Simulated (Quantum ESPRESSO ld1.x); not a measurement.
The numbers below are computed, except where a source is named.
Initial-state core-level shifts of the gadolinium ion Gd2+ when its valence configuration changes from [Xe] 4f7 5d1. Code: ld1.x of Quantum ESPRESSO 7.5. Model: non-relativistic Kohn-Sham, LDA (Slater exchange, Perdew-Zunger correlation), spin-unpolarised, spherical densities, point nucleus; relativity is left out, which matters for an element this heavy. Shifts are changes of the shell-averaged eigenvalues in eV (positive: less bound).

valence               1s       2s       3p       4d
4f6 5d1 6s1      -11.596  -12.468  -13.486  -11.912
4f5 5d1 6p2      -26.218  -28.123  -30.320  -26.637
4f6 5d2           -8.256   -9.015  -10.106   -8.549
4f7 6p1           -4.123   -4.227   -4.151   -4.164
4f6 5d1 6p1      -12.536  -13.409  -14.430  -12.857
4f5 5d3          -17.237  -18.876  -21.230  -17.654
4f8               +7.371   +7.996   +8.896   +7.786
4f7 5d0.5 6s0.5   -1.560   -1.610   -1.574   -1.581
4f5 6s2 6p1      -29.171  -31.226  -33.302  -29.536
